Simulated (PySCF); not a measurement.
C2H6BO2, SMILES CO[B]OC, multiplicity 2.

Geometry optimised at ωB97X-D3(BJ)/def2-SVP. The isomer is the one that the SMILES or the coordinates give; other isomers of the formula were not compared. The values are those of a single conformer.

Method: ωB97X-D3(BJ)/def2-SVP (PySCF).

Harmonic, unscaled wavenumbers; measured fundamentals usually lie a few per cent lower.

A small imaginary wavenumber (i) marks a very flat motion, where grid noise or a shallow saddle decides the sign.

```csv
mode,ν (cm⁻¹),IR (km/mol),moving atoms (share of kinetic energy)
1,15i,0.2,H 95 %
2,60,0.2,H 89 %
3,125,6.3,"O 56 %, H 22 %, C 21 %"
4,184,8.1,"C 45 %, H 28 %, O 16 %, B 10 %"
5,313,3.6,"O 45 %, C 29 %, H 20 %"
6,321,2.8,"B 57 %, O 33 %"
7,579,17.9,"O 59 %, B 16 %, C 15 %, H 10 %"
8,978,0.7,"B 36 %, C 34 %, O 20 %, H 10 %"
9,1064,106.6,"C 38 %, O 36 %, B 17 %, H 9 %"
10,1173,11.3,"H 64 %, C 22 %, O 11 %"
11,1180,4.2,"H 77 %, C 18 %"
12,1193,24.3,"H 71 %, C 19 %"
13,1195,1.1,"H 77 %, C 18 %"
14,1312,100.4,"O 54 %, C 18 %, B 17 %, H 11 %"
15,1413,457.3,"H 48 %, B 25 %, O 14 %, C 13 %"
16,1475,4.8,"H 89 %, C 9 %"
17,1482,3.7,H 97 %
18,1484,4.7,H 96 %
19,1487,3.3,H 96 %
20,1492,12.0,H 93 %
21,1547,327.3,"H 40 %, B 35 %, O 23 %"
22,3059,62.5,H 97 %
23,3067,37.3,H 98 %
24,3161,21.8,"H 90 %, C 10 %"
25,3162,17.4,"H 90 %, C 10 %"
26,3166,23.6,"H 90 %, C 10 %"
27,3179,15.9,"H 90 %, C 10 %"
```
